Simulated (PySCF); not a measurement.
CaO2. Atoms are numbered in the order given.

```xyz
3

Ca     0.0000     0.0000     0.8139
O      0.0000    -0.7595    -1.0174
O      0.0000     0.7595    -1.0174
```

The structure is a stationary point at PBE-D3(BJ)/def2-TZVP.

The numbers are results of PBE-D3(BJ)/def2-TZVP (PySCF 2.14.0), not measurements.

Frequencies are harmonic and unscaled.

```tsv
mode	ν (cm⁻¹)	IR (km/mol)	moving atoms (share of kinetic energy)
1	511	41.3	O 90 %, Ca 10 %
2	606	60.8	O 63 %, Ca 37 %
3	796	61.9	O 93 %
```
